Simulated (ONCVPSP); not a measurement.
## How hard is this Sr ONCV potential?

```json
{
 "Element": "Sr (Z = 38)",
 "Generator": "ONCVPSP 4.0.1",
 "Type": "optimised norm-conserving Vanderbilt (ONCV)",
 "Functional": "PBE",
 "Relativity": "scalar-relativistic",
 "Frozen core": "[Kr]",
 "Valence charge": "2",
 "Reference configuration": "5s1.75 5p0.25",
 "Partial waves": "5s: rc 3.00 bohr, ncon 3, nbas 6, qcut 2 1/bohr, 2 projectors, debl 3 Ha; 5p: rc 3.25 bohr, ncon 4, nbas 8, qcut 2.7 1/bohr, 2 projectors, debl 1.6 Ha; d scattering state at 0.19 Ha: rc 2.45 bohr, ncon 5, nbas 9, qcut 3.8 1/bohr, 2 projectors, debl 3.8 Ha",
 "Local potential": "polynomial inside 1.90 bohr (lpopt 5, dvloc0 4 Ha)",
 "Core correction": "Teter function fitted to the true core (icmod 2), fcfact 0.2"
}
```

In the d channel the program set the typed energies aside and used 0.050, 3.850 Ha.

Q: For each optimised wave give the share of its norm inside rc, the residual kinetic energy above qcut (Ha) and the cutoffs (Ha) for errors of 10, 1, 0.1 and 0.01 mHa per electron.

A:

| wave | norm inside rc | residual KE | 10 mHa | 1 mHa | 0.1 mHa | 0.01 mHa |
| --- | --- | --- | --- | --- | --- | --- |
| 5s | 0.190 | 1.3e-04 | 0.8 | 1.5 | 2.3 | 6.6 |
| s projector 2 | 0.171 | 3.8e-01 | 11.0 | 14.6 | 24.9 | 48.0 |
| 5p | 0.081 | 3.9e-04 | 0.3 | 2.7 | 12.4 | 19.6 |
| p projector 2 | 0.201 | 7.9e-02 | 5.6 | 21.9 | 26.4 | 34.8 |
| d projector 1 | 0.087 | 8.7e-04 | 4.4 | 7.1 | 25.2 | 46.1 |
| d projector 2 | 0.197 | 2.3e-01 | 12.3 | 50.9 | 61.4 | 67.2 |

The occupied waves need 2.7 Ha and 12 Ha for 1 and 0.1 mHa. The cutoffs count occupied waves only; projector 2 of the d channel, the hardest unoccupied one, needs 51 Ha at the loose tolerance. Note: ghosts flagged at negative energy: p at -5.7 eV; GHOST(+) flagged for s at 73.7 eV. A true bound ghost makes a file unfit for plane-wave use.
